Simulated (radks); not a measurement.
Hf XXXVIII, 35 electrons, occupied as [Ar] 3d10 4s2 4p5. Method: Dirac Kohn-Sham, AM05, spin-unpolarised, spherical densities, point nucleus; open shells are shared between the two j in proportion to 2j + 1; computed with a radial shooting solver on a logarithmic mesh with Libxc functionals.

Normalised radial functions P(r) = r R(r) (large component), r in bohr:

```
   r/bohr * 4p3/2 (the largest magnitude, 1.76, reaches the edge; | marks zero)
 0.001429                             *
 0.001831                             *
 0.002327                             *
 0.002958                             *
 0.003761                             |*
 0.004781                             |*
 0.006078                             |*
 0.007726                             | *
 0.009822                             |  *
  0.01259                             |   *
    0.016                             |     *
  0.02034                             |      *
  0.02586                             |        *
  0.03287                             |          *
  0.04179                             |           *
  0.05312                             |          *
  0.06753                             |      *
  0.08654                            *|
     0.11                   *         |
   0.1399             *               |
   0.1778             *               |
    0.226                        *    |
   0.2873                             |          *
   0.3653                             |                        *
   0.4643                             |                          *
    0.595                             |                 *
   0.7564                             |       *
   0.9616                             | *
    1.222                             *
```

4p3/2: eigenvalue -1698.5 eV, 2 radial nodes at r = 0.0842, 0.246 bohr, <r> = 0.436 bohr, 90 % of the charge inside 0.621 bohr.
